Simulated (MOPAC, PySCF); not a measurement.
H₂ClGaS₂, SMILES `[SH][Ga]([SH])[Cl]` (H–S–Ga–Cl torsion 0°, Cl–Ga–S–H torsion -180°), neutral singlet in the gas phase. 

Cartesian coordinates (Å):
SMILES: [SH][Ga]([SH])[Cl]
```xyz
6

S      1.4391    -1.0467    -0.5287
Ga    -0.0960     0.3589     0.1400
S     -2.2267    -0.1076     0.1916
Cl     0.4938     2.3070     0.7853
H      2.4251    -0.1584    -0.3086
H     -2.0353    -1.3533    -0.2796
```
Charge 0, spin multiplicity 1.

All levels are single points at this geometry (r2SCAN-D4/def2-TZVP); Pople sets use spherical d functions. Orbital energies aren't observables, and empty levels follow the basis.

SVWN5/6-31G* in PySCF gives HOMO (eV) = -6.74.

Question: Estimate the HOMO (eV) from each of these levels: PBE-D3(BJ)/def2-TZVP in PySCF; r2SCAN-D4/def2-TZVP in PySCF; B3LYP/3-21G in PySCF; B3LYP/6-31G* in PySCF; B3LYP/LANL2DZ in PySCF; BP86/6-31G* in PySCF; M06-2X/6-31G* in PySCF; HF/3-21G in PySCF; AM1 in MOPAC; PM3 in MOPAC; PM6 in MOPAC; PM7 in MOPAC.

Answer: 
```
level                          HOMO (eV)
-----------------------------  ---------
PBE-D3(BJ)/def2-TZVP in PySCF      -6.68
r2SCAN-D4/def2-TZVP in PySCF       -6.99
B3LYP/3-21G in PySCF               -7.84
B3LYP/6-31G* in PySCF              -7.59
B3LYP/LANL2DZ in PySCF             -7.91
BP86/6-31G* in PySCF               -6.74
M06-2X/6-31G* in PySCF             -9.03
HF/3-21G in PySCF                 -11.10
AM1 in MOPAC                      -10.13
PM3 in MOPAC                      -10.24
PM6 in MOPAC                       -9.75
PM7 in MOPAC                       -9.93
```
